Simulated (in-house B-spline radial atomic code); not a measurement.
A fraction x of an electron is removed from 2p in Al⁺, starting from [Ne] 3s2 and keeping the highest spin. All numbers are computed (scalar-relativistic (X2C) r2SCAN0, spin-polarised, spherical fractional occupations; Fermi nucleus of rms radius 3.061 fm) with an all-electron radial atomic-structure program (B-spline basis), not measured.

Caution: exact exchange at fractional occupations of open shells leaves self-interaction of up to several eV.

| x | E(x) - E(0) (eV) | 2p down level (eV) |
| --- | --- | --- |
| 0 | 0.0000 | -84.010 |
| 0.01 | 0.8413 | -84.247 |
| 0.24 | ? | ? |
| 0.3 | 26.2843 | -91.261 |
| 0.41 | 36.4723 | -93.981 |
| 0.5 | 45.0316 | -96.229 |
| 0.6 | 54.7804 | -98.751 |
| 0.66 | 60.7512 | -100.276 |
| 0.76 | ? | ? |
| 0.9 | 85.5567 | -106.458 |
| 1 | 96.3330 | -109.070 |

Q: What belongs in the row x = 0.24?

A: An energy change of 20.8528 eV; 2p down at -89.791 eV.

Q: What belongs in the row x = 0.76?

A: An energy change of 70.9066 eV; 2p down at -102.836 eV.

Q: Check Janak's theorem between x = 0.3 and 0.41.

A: The slope of the energy is 92.62 eV; the orbital levels give 92.62 eV (-ε of the emptying orbital, averaged over the two points).
